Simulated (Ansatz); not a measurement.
Cu(AsH3)Me (CH6AsCu). Charge 0, multiplicity 1. Geometry B3LYP-D4/def2-SVP; atoms count from 1.

```tsv
atom	x (Å)	y (Å)	z (Å)
Cu1	0.0661	-0.2530	0.1722
As2	-0.4320	1.6295	-1.1479
H3	-1.7397	2.3789	-0.9634
H4	-0.5147	1.5199	-2.6602
H5	0.4669	2.8530	-1.1184
C6	0.4748	-1.7929	1.2601
H7	1.4164	-2.2716	0.9383
H8	-0.3253	-2.5513	1.1970
H9	0.5875	-1.5124	2.3222
```

Question: Estimate the Mulliken populations from the PBE0/def2-TZVP orbitals of Ansatz.

Answer: 
| atom | charge (e) | d electrons |
| --- | --- | --- |
| Cu1 | -0.13 | 9.80 |
| As2 | 0.12 | – |
| H3 | 0.10 | – |
| H4 | 0.10 | – |
| H5 | 0.10 | – |
| C6 | -0.63 | – |
| H7 | 0.12 | – |
| H8 | 0.12 | – |
| H9 | 0.12 | – |
Mulliken values depend strongly on the basis.

Question: And the Mayer bond orders between heavy atoms (over 0.3)?

Answer: Cu1–As2 0.69 (2.35 Å); Cu1–C6 0.90 (1.93 Å).
